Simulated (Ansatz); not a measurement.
`S[SiH2][SnH3]` + NH₃ → `N[SiH2][SnH3]` + H₂S at 600 K and 1 bar (ligand exchange at the Si–S bond).

Gas-phase electronic energies from Ansatz, PBE0-D4/def2-TZVP geometries. CBS: MP2 limit from def2 TZ/QZ plus the TZ coupled-cluster correction, frozen cores. This one scheme is used for every species. def2 core potentials past Kr. For Sn outer-core shells are correlated without core-valence functions, which leaves a few kJ/mol of doubt a bond. One conformer a species, not always the lowest.

```tsv
species	CCSD(T)/CBS energy (Eh)	H − E (kJ/mol)	S (J/(mol·K))
`S[SiH2][SnH3]`	-904.49431	184.4	453.2
NH₃	-56.50880	112.4	219.5
`N[SiH2][SnH3]`	-562.02294	228.5	448.1
H₂S	-398.97279	60.8	230.9
```

H − E and S are ideal-gas, rigid-rotor, harmonic terms from PBE0-D4/def2-TZVP, for one conformer and one mirror image of each species. 1 Eh = 2625.50 kJ/mol, R = 8.31446 J/(mol·K).

By hand: ΔE, ΔH, ΔS and ΔG.

ΔE = (-562.02294) + (-398.97279) − (-904.49431) − (-56.50880) = 0.00738 Eh = 19.4 kJ/mol. Δ(H − E) = 228.5 + 60.8 − 184.4 − 112.4 = -7.5, so ΔH = 11.9 kJ/mol. ΔS = 448.1 + 230.9 − 453.2 − 219.5 = 6.3 J/(mol·K). ΔG = 11.9 − 600 × (6.3)/1000 = 8.1 kJ/mol.

By hand: the equilibrium constant, and the temperature at which ΔG would vanish if ΔH and ΔS stayed fixed.

log₁₀ K = −ΔG/(RT ln 10) = -0.7. ΔG = 0 at ΔH/ΔS = 1889 K, though so small a ΔS makes that figure unsure.

The number of gas molecules stays the same, so ΔS is small and ΔH decides. A doubt of 5 kJ/mol in ΔE shifts log₁₀ K by 0.4 here. Other conformers and mirror images would add mixing entropy, several J/(mol·K) or more a flexible species. Modes under 60 cm⁻¹, often nearly free rotors, make the harmonic entropy too high. These are equilibria of isolated gas molecules and say nothing of rates. Largest T1 diagnostic: 0.013 (customary marks: 0.02 for closed shells, 0.045 for open ones).
